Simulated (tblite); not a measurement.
Species: C4H9O2P.
Z-matrix (Å and degrees, GFN2-xTB geometry), rows numbered from 1:
```
C 
C   1  1.3214
P   2  1.8138  1  118.85
C   3  1.8312  2  106.53  1   126.35
O   3  1.4703  2  115.03  1    -0.51
C   3  1.8608  2  106.48  1  -122.72
O   6  1.3978  3  106.65  2   175.52
H   1  1.0781  2  123.22  3   179.78
H   1  1.0787  2  119.50  3    -0.48
H   2  1.0799  1  122.96  3  -179.73
H   4  1.0882  3  108.00  2   -74.39
H   4  1.0854  3  111.95  2    47.25
H   4  1.0894  3  107.37  2   168.07
H   6  1.0905  3  112.44  2   -66.70
H   6  1.1010  3  109.15  2    54.59
H   7  0.9690  6  107.34  3   -47.33
```

Method: GFN2-xTB as coded in tblite; computed harmonic values from a numerical Hessian at the method's own geometry, unscaled. Against measured fundamentals such values can be off by several per cent, at times by over 20. One conformer, not necessarily the lowest.

Harmonic wavenumbers (cm⁻¹): 65.5, 86.6, 136.0, 156.8, 187.3, 216.0, 243.5, 304.3, 357.8, 425.3, 460.0, 539.5, 666.0, 707.8, 745.9, 823.8, 852.9, 862.1, 909.3, 975.5, 1013.4, 1072.9, 1108.2, 1224.7, 1232.6, 1256.3, 1306.8, 1316.8, 1378.1, 1418.9, 1428.7, 1435.1, 1662.1, 2844.5, 2985.1, 3000.2, 3012.3, 3039.6, 3063.5, 3085.3, 3116.0, 3452.8.

A = 3350, B = 1547, C = 1447 MHz; mass 120.034 u (most abundant isotopes); point group C1, symmetry number 1.

**Question.** Zero-point energy?

**Answer.** Half the sum of the wavenumbers: 27088 cm⁻¹ = 77.45 kcal/mol.

**Question.** Entropy at 200 K, 1 bar (ideal gas, RRHO, classical rotation)?

**Answer.** Translation 38.30, rotation 26.96, vibration 17.06: S = 82.3 cal/(mol K).

**Question.** And Cp and H(200 K) − H(0)?

**Answer.** Cp = 27.32 cal/(mol K), of which vibrations give 19.37 (their classical limit is 42 R = 83.5); H(200 K) − H(0) = 3.54 kcal/mol without the zero-point energy, 1.95 from vibrations.

**Question.** What must be added to the electronic energy to get the Gibbs energy at 200 K and 1 bar?

**Answer.** ZPE + [H(200 K) − H(0)] − T·S = 77.45 + 3.54 − 16.46 = 64.53 kcal/mol.

**Question.** Blend soft modes into free rotors: weight 1/[1 + (100 cm⁻¹/ν̃)⁴] for the oscillator and the rest for a rotor with moment μB/(μ + B), μ = h/(8π²ν), B = 10⁻⁴⁴ kg m². What vibrational entropy results?

**Answer.** 16.40 cal/(mol K) in place of 17.06, which changes −T·S at 200 K by +0.13 kcal/mol.

**Question.** How do the functions run with temperature in this model?

**Answer.** 
| T (K) | S (cal/(mol K)) | Cp (cal/(mol K)) | H − H(0) (kcal/mol) | G − H(0) (kcal/mol) | ln q(vib) |
| --- | --- | --- | --- | --- | --- |
| 100 | 66.7 | 18.3 | 1.24 | -5.43 | 1.26 |
| 300 | 95.0 | 35.7 | 6.69 | -21.80 | 6.11 |
| 500 | 116.8 | 50.0 | 15.35 | -43.05 | 10.81 |
| 800 | 143.5 | 63.5 | 32.57 | -82.25 | 17.35 |
| 1000 | 158.4 | 69.4 | 45.89 | -112.47 | 21.32 |

q(vib) and H(0) count from the zero-point level.

**Question.** Which modes carry the vibrational entropy at 200 K?

**Answer.** 65.5 cm⁻¹: 3.50; 86.6 cm⁻¹: 2.96; 136.0 cm⁻¹: 2.11; 156.8 cm⁻¹: 1.85; 187.3 cm⁻¹: 1.54; 216.0 cm⁻¹: 1.30 cal/(mol K); the other 36 give 3.80 together.

Hindered rotation and anharmonicity are outside this model. Other conformers, if any are populated, would add a mixing term that is left out. The structure is chiral; the term R ln 2 for an equal mix with its mirror image is left out.
